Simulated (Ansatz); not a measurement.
AlCl, SMILES `[Al][Cl]` (lower singlet) (charge 0, multiplicity 1). This singlet lies 2.96 eV below the relaxed triplet at the level composite: frozen-core CCSD(T) with HF/cc-pV5Z and the correlation energy extrapolated as X^-3 from cc-pVQZ and cc-pV5Z, plus CCSDT(Q) minus CCSD(T) in cc-pVTZ // B3LYP-D3(BJ)/def2-TZVP (Ansatz, an electronic-structure program).

Level of theory: Ansatz with PBE0/cc-pVTZ // B3LYP-D3(BJ)/def2-TZVP.

Ansatz 0.2 input:
```yaml
crystal:
  periodic: [false, false, false]
  atoms:
    - { symbol: Al, position_ang: [1.080099, -0.000005, -0.000004] }
    - { symbol: Cl, position_ang: [-1.080099, 0.000005, 0.000004] }
basis:
  gaussian: { orbitals: cc-pVTZ }
hamiltonian:
  xc: pbe0
```

Output:

```
Functional definition: PBE0
584 factors; their error is unknown
mean field evaluation 1: about -19113.6886 eV, gradient 1.5e1 eV
mean field evaluation 2: about -19113.2678 eV, gradient 2.1e1 eV
mean field evaluation 4: about -19114.4200 eV, gradient 5.7e-1 eV
mean field evaluation 8: about -19114.5160 eV, gradient 8.5e-3 eV
mean field -19114.51598978 eV, -702.4455063400 hartree, gradient 6.0e-5 eV, S^2 0.000000; 0 other end points of the search recorded, 0 dependent functions left out
reference -19114.51601042 eV, -702.4455070987 hartree; 15, 15 occupied and 53, 53 virtual orbitals, 584 factors
Total energy: -19114.51601042 eV, -702.4455070987 hartree
```
